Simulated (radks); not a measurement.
Neutral nitrogen inside a hard spherical wall (all orbitals vanish at R), configuration held at [He] 2s2 2p3 and not refilled when levels cross. Method: non-relativistic Kohn-Sham, PBE, spin-polarised, spherical densities, point nucleus; open shells are filled with parallel spins first; computed with a radial shooting solver on a logarithmic mesh with Libxc functionals. Eigenvalues in eV for spin up, with the zero of energy where the potential of the charges vanishes at infinity; a dash marks a level that is unbound or too diffuse for the functional's potential to be trusted. A positive occupied level is held by the wall or, in an anion where self-interaction has pushed it up, behind a barrier. The pressure on the wall is -dE/dV.

R (bohr) = free: E (hartree) -54.53576; kinetic (hartree) 54.382; e(1s) -383.93; e(2s) -19.852; e(2p) -8.304; e(3s, empty) -; e(3p, empty) -; pressure (GPa) 0
R (bohr) = 20: E (hartree) -54.53576; kinetic (hartree) 54.382; e(1s) -383.93; e(2s) -19.852; e(2p) -8.304; e(3s, empty) -; e(3p, empty) -; pressure (GPa) < 0.0001
R (bohr) = 12: E (hartree) -54.53576; kinetic (hartree) 54.382; e(1s) -383.93; e(2s) -19.852; e(2p) -8.304; e(3s, empty) -0.106; e(3p, empty) 1.093; pressure (GPa) < 0.0001
R (bohr) = 8: E (hartree) -54.53567; kinetic (hartree) 54.383; e(1s) -383.92; e(2s) -19.843; e(2p) -8.295; e(3s, empty) 0.875; e(3p, empty) 2.834; pressure (GPa) 0.00473
R (bohr) = 7: E (hartree) -54.53536; kinetic (hartree) 54.386; e(1s) -383.88; e(2s) -19.817; e(2p) -8.268; e(3s, empty) 1.725; e(3p, empty) 4.076; pressure (GPa) 0.0301
R (bohr) = 6: E (hartree) -54.53381; kinetic (hartree) 54.399; e(1s) -383.74; e(2s) -19.727; e(2p) -8.169; e(3s, empty) 3.385; e(3p, empty) 6.287; pressure (GPa) 0.203
R (bohr) = 5: E (hartree) -54.52596; kinetic (hartree) 54.452; e(1s) -383.25; e(2s) -19.415; e(2p) -7.816; e(3s, empty) 6.909; e(3p, empty) 10.540; pressure (GPa) 1.50
R (bohr) = 2.5: E (hartree) -53.71896; kinetic (hartree) 57.573; e(1s) -366.36; e(2s) -7.929; e(2p) 5.066; e(3s, empty) 70.223; e(3p, empty) 70.662; pressure (GPa) 603
R (bohr) = 2: E (hartree) -52.26683; kinetic (hartree) 61.738; e(1s) -349.92; e(2s) 6.800; e(2p) 19.898; e(3s, empty) 134.81; e(3p, empty) 125.43; pressure (GPa) 2830
R (bohr) = 1.5: E (hartree) -47.52803; kinetic (hartree) 72.734; e(1s) -317.16; e(2s) 48.923; e(2p) 56.934; e(3s, empty) 295.60; e(3p, empty) 253.28; pressure (GPa) 17600
